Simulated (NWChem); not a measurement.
Molecule: C4H3N; SMILES C=C=CC#N

```xyz
8

C      0.4591    -2.2163     0.0000
C     -0.1374    -1.0592     0.0000
C     -0.7522     0.1070     0.0000
C     -0.0541     1.3529     0.0000
N      0.4878     2.3781     0.0000
H      0.7200    -2.7172     0.9386
H      0.7200    -2.7172    -0.9386
H     -1.8487     0.1507     0.0000
```
Atoms are numbered in this order, from 1.

Results from NWChem. The geometry was optimised at PBE0/def2-SVP. B3LYP is NWChem's, with the RPA form of VWN correlation. Atomic charges in e: unrestrained fits to the electrostatic potential beside Mulliken populations; buried atoms are poorly determined by the fit.

Problem. Predict the results for B3LYP/def2-SVP. Quantities: ESP C1; Mulliken C1; ESP C2; Mulliken C2; ESP C3; Mulliken C3; ESP C4; Mulliken C4; ESP N5; Mulliken N5; relative RMS misfit of the potential (%).

Solution. 
```
Property                                  Value
----------------------------------------  -----
ESP C1                                    -0.38
Mulliken C1                               -0.17
ESP C2                                     0.19
Mulliken C2                                0.21
ESP C3                                    -0.33
Mulliken C3                               -0.21
ESP C4                                     0.45
Mulliken C4                               -0.10
ESP N5                                    -0.47
Mulliken N5                                0.04
relative RMS misfit of the potential (%)     21
```
